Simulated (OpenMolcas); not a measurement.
A calculation on Cu⁵⁺.

| Item | Value |
| --- | --- |
| Program | OpenMolcas 26.06 |
| Method | SS-RASPT2, IPEA 0.25 Eh, imaginary shift 0.1 Eh (closed shells correlated: 3s) |
| Basis | ANO-RCC-VQZP [7s6p4d3f2g1h] |
| Scalar Hamiltonian | DKH2, point nucleus |
| Active space | 12 electrons in 8 orbitals (RAS1 3p, at most 2 holes; RAS2 3d) |
| State averaging | 2S+1 = 5 even, 5 roots; 2S+1 = 3 even, 45 roots; 2S+1 = 1 even, 44 roots |
| Spin-orbit coupling | RASSI with atomic mean-field integrals over the reference wave functions, term energies averaged over their components |

**Question.** Which level of the active space comes out lowest?

**Answer.** 3d⁶ ⁵D₄, with 100 % of that term; it is also the measured ground level.

**Question.** How high does 3d⁶ ³P₀(1) lie?

**Answer.** 34400 cm⁻¹ above the lowest level; measured 33868 cm⁻¹ above the ground level, so the calculation is off by +2 %.

**Question.** How high does 3d⁶ ⁵D₃ lie?

**Answer.** 1136 cm⁻¹ above the lowest level; measured 1196 cm⁻¹ above the ground level, so the calculation is off by -5 %.

**Question.** How high does 3d⁶ ⁵D₁ lie?

**Answer.** 2370 cm⁻¹ above the lowest level; measured 2490 cm⁻¹ above the ground level, so the calculation is off by -5 %.

**Question.** The level at 33020 cm⁻¹ has J = 4. What is it made of, and what is its g factor?

**Answer.** 85 % 3d⁶ ³F₄(1), 10 % 3d⁶ ³H, 4 % 3d⁶ ³G; g = 1.199, against 1.251 from Landé's formula for the pure leading term.

Measured values: Sugar and Musgrove, J. Phys. Chem. Ref. Data 19, 527 (1990).

CASPT2 does not keep the components of a term degenerate, so their means are used; among the terms shown or strongly mixed into the levels shown the widest spread is 49 cm-1 (3d⁶ ³F(1)). Active for correlation alone: 3p; no level in the range computed is led by a configuration that opens it, so any true level of that kind is missing. Computed and measured levels are paired by configuration, term and J; levels that our copy of the source lacks, or whose pairing is in doubt (as where it misses far off the trend of its configuration), stay unpaired and out of the deviations. Only configurations of the active space appear.

A number in round brackets counts repeated terms of one configuration in the order of the reference energies.
